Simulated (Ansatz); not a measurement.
```yaml
crystal:
  periodic: [false, false, false]
  atoms:
    - {symbol: Sn, position_ang: [-0.275031, -0.464471, 0.539035]}
    - {symbol: H, position_ang: [-0.373970, -0.630971, 2.245805]}
    - {symbol: C, position_ang: [1.716462, -0.619397, -0.226485]}
    - {symbol: H, position_ang: [2.336239, 0.203045, 0.159575]}
    - {symbol: H, position_ang: [1.693347, -0.566275, -1.323862]}
    - {symbol: H, position_ang: [2.161238, -1.576730, 0.078115]}
    - {symbol: C, position_ang: [-1.370240, 1.205103, -0.228446]}
    - {symbol: H, position_ang: [-2.414284, 1.157179, 0.110229]}
    - {symbol: H, position_ang: [-1.346925, 1.184695, -1.326946]}
    - {symbol: H, position_ang: [-0.922000, 2.146172, 0.122365]}
    - {symbol: F, position_ang: [-1.204846, -2.038330, -0.149375]}
basis:
  gaussian: {orbitals: def2-mTZVPP, final_grid: {core_spheres: 1, valence_spheres: 1, degree: 3}}
hamiltonian: {xc: {name: wB97M-V}}
scf: {omitted_lower_state_checks: [starts]}
```

```sh
$ ansatz run in.yaml --threads 4 --pin off --events-out ev --progress --plain --max-ram 3916MiB
```

It prints (some lines left out):

```
Functional definition: wB97M-V
1317 factors; their error is unknown
315 factors; integrals over basis functions are off by at most 6.9e-6 eV
mean field evaluation 1: about -10729.8960 eV, gradient 5.5e1 eV
mean field evaluation 2: about -10730.2060 eV, gradient 5.9e1 eV
mean field evaluation 4: about -10735.7043 eV, gradient 1.8e0 eV
mean field evaluation 8: about -10745.5974 eV, gradient 9.0e1 eV
mean field evaluation 16: about -10754.5976 eV, gradient 3.9e-2 eV
mean field -10754.59757277 eV, -395.2241710712 hartree, gradient 7.7e-5 eV, S^2 0.000000; 0 other end points of the search recorded, 0 dependent functions left out
reference -10754.59765808 eV, -395.2241742062 hartree; 25, 25 occupied and 108, 108 virtual orbitals, 1317 factors
Total energy: -10754.59765808 eV, -395.2241742062 hartree
Checks for a lower state left out: starts
```

(1) Something in this input is off. What?

## Answers

(1) The integration grid is far too coarse. The run converged. The result belongs to that input, not to the species as meant.
